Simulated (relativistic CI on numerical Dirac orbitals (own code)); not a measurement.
## Sensitivity of the levels of Se¹⁰⁺ to α and to the nuclear radius

Method of calculation: Dirac-Coulomb-Breit CI, KLI orbitals optimised for each configuration, derivatives by finite differences, unscaled Slater integrals, QED left out (own radial code, finite nucleus).

CI space (outside the closed core [Ne]): 3s2 3p6 3d6, 3s2 3p5 3d7, 3s2 3p4 3d8, 3s 3p6 3d7, 3s2 3p6 3d5 4s, 3s2 3p6 3d5 4p, 3p6 3d8, 3s2 3p6 3d4 4s2. Levels of other configurations are missing.

With x = (α/α₀)² − 1 an excitation energy changes as ω = ω₀ + qx; K = 2q/ω₀ is the relative enhancement. Terms are leading LS components, so labels can repeat. The field-shift factor is F = δν/δ⟨r²⟩ for the transition from the lowest level.

Lowest level 3s2 3p6 3d6 5D_4.

```tsv
Level	ω₀ (cm⁻¹)	q (cm⁻¹)	K	F (GHz/fm²)
3s2 3p6 3d6 5D_3	3878.3	4210	2.17	0.0203
3s2 3p6 3d6 5D_2	6051.1	5758	1.9	0.0281
3s2 3p6 3d6 5D_1	7500.3	7117	1.9	0.0348
3s2 3p6 3d6 5D_0	8182.6	7683	1.88	0.0377
3s2 3p6 3d6 3P_2	43034.2	307.4	0.0143	0.0142
3s2 3p6 3d6 3F_4	48593.1	-2618	-0.108	0.0374
3s2 3p6 3d6 3H_6	50123.9	1421	0.0567	0.0675
3s2 3p6 3d6 3H_5	51252.4	1520	0.0593	0.0675
3s2 3p6 3d6 3F_3	53023.0	3465	0.131	0.0578
3s2 3p6 3d6 3P_1	53851.2	11420	0.424	0.0675
3s2 3p6 3d6 3H_4	54288.1	5994	0.221	0.0818
3s2 3p6 3d6 3F_2	54327.9	4568	0.168	0.0604
3s2 3p6 3d6 3P_0	55771.1	9844	0.353	0.0682
3s2 3p6 3d6 3G_5	61982.0	5832	0.188	0.091
3s2 3p6 3d6 3G_4	64866.7	7581	0.234	0.0992
3s2 3p6 3d6 3G_3	65933.6	8693	0.264	0.103
3s2 3p6 3d6 3D_2	74343.2	2586	0.0696	0.0784
3s2 3p6 3d6 3D_1	75498.7	4790	0.127	0.0914
3s2 3p6 3d6 3D_3	76093.8	4825	0.127	0.0925
3s2 3p6 3d6 1G_4	77489.3	9813	0.253	0.125
3s2 3p6 3d6 1I_6	77701.0	5263	0.135	0.12
3s2 3p6 3d6 1S_0	84524.5	11080	0.262	0.129
3s2 3p6 3d6 1D_2	88156.6	8389	0.19	0.0797
```

At this charge energies of transitions that change n are usually good to better than 1 %, and those within a shell (Δn = 0) to a few per cent. Terms inside the open d or f shell come out 10 to 20 % too wide with unscaled integrals.
